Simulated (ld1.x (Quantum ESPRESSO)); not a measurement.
**Mo (Z = 42): excitation energies, all-electron against TM**

* Element: Mo (Z = 42)
* Generator: ld1.x (Quantum ESPRESSO) 7.5
* Type: norm-conserving Troullier–Martins (Kleinman–Bylander form)
* Functional: PBE
* Relativity: non-relativistic
* Frozen core: [Ar] 3d10
* Valence charge: 14
* Reference configuration: 4s2 4p6 4d4 5s0 5p0 (charge +2)
* Partial waves: 4s (bound): rc 1.65 bohr; 4d (bound): rc 1.75 bohr; 4p (bound): rc 1.40 bohr
* Local potential: the p channel
* Core correction: a·sin(br)/r model core, default radius (core density twice the valence density)

Energies are relative to the spin-unpolarised reference configuration 4s2 4p6 4d4 5s0 5p0; without spin polarisation the order of configurations can differ from experiment. The frozen-core shift is the all-electron ΔE with the core orbitals held at their reference shape minus the fully relaxed ΔE.

| valence configuration | charge | ΔE all-electron (eV) | error AE − PS (meV) | frozen-core shift (meV) |
| --- | --- | --- | --- | --- |
| 4s2 4p6 4d5 5s1 5p0 | 0 | -22.199 | +241 | +0.1 |
| 4s2 4p6 4d3 5s0 5p0 | +3 | 27.101 | +5.0 | +0.9 |
| 4s1 4p6 4d5 5s1 5p0 | +1 | 44.406 | +384 | +4.4 |
| 4s2 4p6 4d2 5s0 5p0 | +4 | 67.084 | +30 | +6.1 |
| 4s2 4p6 4d5.5 5s0.5 5p0 | 0 | -22.164 | +111 | +0.1 |

(1) What are ΔE and the potential's error for 4s2 4p6 4d5 5s0 5p0?

(2) What are ΔE and the potential's error for 4s2 4p6 4d6 5s0 5p0?

Answers

(1) ΔE = -15.683 eV all-electron; the error (AE − PS) is +1.8 meV.

(2) ΔE = -21.890 eV all-electron; the error (AE − PS) is +3.8 meV.
